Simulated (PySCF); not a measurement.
## Structure from NMR data

An unknown has the formula C5H11NSi. Its calculated NMR data are:

$^{1}$H NMR (400 MHz, computed): δ 3.91 (s, 3H), 2.15 (s, 2H), 1.23 (s, 6H).

$^{13}$C{$^{1}$H} NMR (computed): δ 123.8 (C), 30.6 (CH2), 28.5 (CH3, 2C), 22.7 (C).

- geometry: GFN2-xTB
- σ from GIAO-PBE0/pcSseg-1
- code: PySCF 2.14
- a single conformation, no solvent, no relativistic terms, averaged over atoms made equivalent by symmetry, fast rotation or ring inversion

Shifts are taken against calculated references (same method and geometry level): $^{1}$H, $^{13}$C vs TMS.

Propose a structure and justify it.

Answers


1. The formula gives 2 degrees of unsaturation (no ring in the answer).
2. 4 carbon signals for 5 carbons: some carbons are equivalent by symmetry or fast rotation.
3. Carbon types of the structure: 2 × C, 1 × CH2, 2 × CH3, leaving 3 H on heteroatoms.
4. δC 123.8: nitrile carbon; C≡N carbons fall here, among the sp2 signals but without a proton.
5. δC 30.6: sp3 CH2 α to a nitrile; aliphatic region, no heteroatom directly attached.
6. δC 28.5: methyl carbon; saturated and bonded to C and H only.
7. δC 22.7: fully substituted sp3 carbon bonded to Si.
8. δH 3.91: hydrogen on a silicon bonded to C.
9. δH 2.15: hydrogen on an sp3 CH2 α to a nitrile.
10. δH 1.23: hydrogen on a methyl carbon.

Structure: `CC(C)([SiH3])CC#N`.

The data come from this structure; uniqueness wasn't tested.

Shifts are as computed. Against solution values, carbons near 30 ppm lie about +3 ppm off and those near 130 ppm about +5 ppm. Of 1211 compounds with measured shifts, 218 miss one by over three times the rms of a fit or turn the order of signals round; such compounds aren't used in these exercises. Multiplicities follow the n + 1 count of equivalent neighbours, as no J values were calculated; m marks all less simple cases, F and P coupling included.
